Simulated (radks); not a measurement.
Results of a calculation; reference values are marked as such.
Task: Ba XLI, 16 electrons, occupied as [Ne] 3s2 3p4. Level of theory: Dirac Kohn-Sham, PBE, spin-unpolarised, spherical densities, finite nucleus; open shells fill j = l - 1/2 first; Fermi nuclear charge, rms radius 4.8378 fm (a radial shooting solver on a logarithmic mesh with Libxc functionals). Some entries of the table are withheld. Estimate them.

| orbital | occ. | eigenvalue (hartree) | <r> (bohr) | <r^2> (bohr^2) |
|---|---|---|---|---|
| 1s1/2 | 2 | -1456.283 | 0.02558 | 0.0008881 |
| 2s1/2 | 2 | -301.0978 | 0.1080 | 0.01378 |
| 2p1/2 | 2 | -289.5660 | 0.09075 | 0.01011 |
| 2p3/2 | 4 | -275.2105 | 0.09651 | 0.01130 |
| 3s1/2 | 2 | -116.2772 | 0.2646 | 0.07981 |
| 3p1/2 | 2 | -112.0350 | 0.2512 | (1) |
| 3p3/2 | 2 | -108.4815 | 0.2600 | (2) |
| 3d3/2 | 0 | -102.3279 | 0.2258 | 0.05889 |
| 3d5/2 | 0 | -101.4822 | 0.2285 | 0.06022 |
| 4s1/2 | 0 | -60.75375 | (3) | 0.2798 |

Result: 
(1) 3p1/2 <r^2> (bohr^2): 0.07301
(2) 3p3/2 <r^2> (bohr^2): 0.07804
(3) 4s1/2 <r> (bohr): 0.4986
